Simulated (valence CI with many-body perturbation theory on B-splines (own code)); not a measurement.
# In XXXV: one-electron terms

Level of theory: configuration interaction combined with many-body perturbation theory (CI+MBPT): five valence electrons over a frozen Dirac-Fock core [Ne], radial functions for each j: 11 s, 11 p, 10 d, 8 f, 5 g, 2 h, with the one-electron correlation potential Σ1, the two-electron term Σ2, the three-electron term Σ3, Breit, model QED; selected CI, second order for the rest, scaled by the run's own slope (own B-spline code, finite nucleus).

The last digits are not significant, and no measured levels were compared; by estimate large intervals hold to a few tenths of a per cent, small ones and those within an open d or f shell to about a per cent. Among the levels kept, up to 4300 cm⁻¹ of a level comes from second order outside the variational space, and about a tenth of that is noise between levels of different J, which matters for small intervals.

These are the spectroscopic orbitals of the CI (the correlating ones are not listed), shaped by the core and the other valence electrons. h is the expectation value of the core's Dirac-Fock operator, without the valence repulsion; Σ1 is computed up to l = 3 at one energy for each symmetry, that of its lowest orbital but kept below the first core excitation, so for empty shells it is not the orbital's own correlation shift; Breit and QED include the response of the core.

```csv
Orbital,h (hartree),Σ1 (cm⁻¹),Breit (cm⁻¹),QED (cm⁻¹),⟨r⟩ (bohr)
3s1/2,-96.585,-6289,10280,7735,0.3118
4s1/2,-52.362,-2044,3897,3011,0.5840
5s1/2,-32.782,-921,1843,1448,0.9448
6s1/2,-22.442,-499,1025,809,1.390
7s1/2,-16.321,-302,628,498,1.921
8s1/2,-12.401,-197,413,328,2.537
3p1/2,-93.353,-7940,16990,-185,0.2979
4p1/2,-51.008,-2546,6503,-65.6,0.5767
5p1/2,-32.102,-1157,3137,-30.7,0.9428
6p1/2,-22.052,-630,1758,-16.9,1.394
7p1/2,-16.078,-383,1084,-10.3,1.930
8p1/2,-12.24,-250,715,-6.8,2.552
3p3/2,-91.306,-7392,10319,580,0.3055
4p3/2,-50.179,-2419,3908,230,0.5870
5p3/2,-31.687,-1109,1965,113,0.9558
6p3/2,-21.816,-607,1101,64.0,1.409
7p3/2,-15.931,-369,679,39.7,1.948
8p3/2,-12.142,-242,448,26.3,2.573
3d3/2,-87.156,-8943,7676,-291,0.2660
4d3/2,-48.573,-2423,2709,-99,0.5575
5d3/2,-30.899,-1070,1286,-46.8,0.9335
6d3/2,-21.37,-578,715,-26.0,1.394
7d3/2,-15.654,-350,440,-15.9,1.941
3d5/2,-86.696,-8469,3598,-29.1,0.2683
4d5/2,-48.375,-2290,1262,3.8,0.5603
5d5/2,-30.797,-1012,609,4.5,0.9369
6d5/2,-21.311,-546,339,3.3,1.399
7d5/2,-15.617,-331,209,2.3,1.946
4f5/2,-47.496,-1939,221,-33.4,0.4953
5f5/2,-30.355,-952,152,-18.3,0.8780
6f5/2,-21.059,-539,96.4,-10.9,1.345
7f5/2,-15.459,-335,64.3,-7.0,1.897
4f7/2,-47.415,-1895,48.5,9.3,0.4967
5f7/2,-30.313,-928,33.3,3.4,0.8795
6f7/2,-21.035,-525,20.5,1.6,1.347
7f7/2,-15.444,-326,13.7,0.9,1.899
5g7/2,-30.185,,4.0,-6.8,0.7795
6g7/2,-20.965,,4.0,-4.0,1.248
7g7/2,-15.401,,3.2,-2.6,1.804
5g9/2,-30.161,,0.4,5.0,0.7804
6g9/2,-20.951,,0.4,2.8,1.249
7g9/2,-15.393,,0.3,1.8,1.805
6h9/2,-20.926,,,,1.112
6h11/2,-20.917,,,,1.113
```

Among the shells of the start configuration 3s2 3p3, Σ1 is largest in size for 3p1/2, where it is 0.039 % of h.

Lowest root of each symmetry, sizes in configuration state functions:

| J | Parity | Roots | Reference | Variational | Second order | Change by selected CI (cm⁻¹) | Change by second order (cm⁻¹) |
| --- | --- | --- | --- | --- | --- | --- | --- |
| 1/2 | even | 11 | 84 | 31995 | 612188 | -13998 | -406 |
| 3/2 | even | 16 | 135 | 31921 | 1376416 | -15174 | -1458 |
| 5/2 | even | 14 | 147 | 31983 | 1622561 | -11199 | -1266 |
| 7/2 | even | 9 | 118 | 31914 | 1840840 | -16789 | -1575 |
| 9/2 | even | 5 | 80 | 31810 | 1487497 | -17490 | -1394 |
| 11/2 | even | 1 | 37 | 32761 | 759976 | -12213 | -903 |
| 13/2 | even | 1 | 15 | 33254 | 578329 | -14784 | -605 |
| 1/2 | odd | 22 | 88 | 31890 | 677377 | -15456 | -901 |
| 3/2 | odd | 34 | 145 | 31981 | 1743452 | -13744 | -1244 |
| 5/2 | odd | 32 | 153 | 31834 | 1992690 | -14079 | -2067 |
| 7/2 | odd | 24 | 129 | 31969 | 2053257 | -11642 | -1765 |
| 9/2 | odd | 12 | 83 | 31793 | 1848381 | -12007 | -1401 |
| 11/2 | odd | 4 | 43 | 32273 | 1376207 | -16959 | -1506 |
